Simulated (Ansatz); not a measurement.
The cluster Ca₄⁺, relaxed as a doublet with UKS r2SCAN/def2-TZVP in Ansatz, starting from the GFN1-xTB geometry. Force threshold 0.02 eV/Å.

The charge 1 doublet is spin-contaminated (final ⟨S²⟩ up to 1.09, 0.75 for a pure state). The structure comes from a short search, and lower isomers may exist.

Start:

Cartesian coordinates in Å:
```
Ca 0.913 -2.051 -0.367
Ca -0.587 0.446 -2.176
Ca 0.727 2.101 0.556
Ca -1.054 -0.496 1.987
```

| step | energy (eV) | largest force component (eV/Å) | SCF passes |
| --- | --- | --- | --- |
| 1 | -73741.2188 | 0.459 | 74 |
| 2 | -73741.3653 | 0.230 | 47 |
| 3 | -73741.4742 | 0.057 | 50 |
| 4 (rejected) | -73741.4537 | 0.148 | 68 |
| 5 | -73741.4854 | 0.016 | 46 |

Force components are those of the run's own axes.

End:

```xyz
4

Ca    1.245   -1.868   -0.284
Ca   -0.960    0.390   -2.054
Ca    1.098    1.957    0.565
Ca   -1.383   -0.478    1.773
```

By distances, no bond broke or formed. The bond that changes most is Ca2–Ca4, from 4.29 to 3.95 Å (atoms count from 1).

No frequencies were taken in this run, so the end may be a saddle point.

Hardware: 4 threads of Arm Neoverse N1 on a shared host. Wall time 79 s.
